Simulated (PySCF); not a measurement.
**Fe²⁺: excitation energy**

Fe²⁺ [Ar] 3d6 (5D) → Fe²⁺ [Ar] 3d5 4p1 (7P), as a difference of total energies. Computed with PySCF 2.14 in aug-cc-pVTZ, with the non-relativistic Hamiltonian (point nucleus). Correlated levels: valence: [Ar] frozen. The calculations carry no spin-orbit coupling.

```tsv
method	excitation energy (cm⁻¹)
UHF	70621
MP2 (valence)	81000
SCS-MP2 (valence)	84223
CCSD (valence)	80374
CCSD(T) (valence)	80678
```
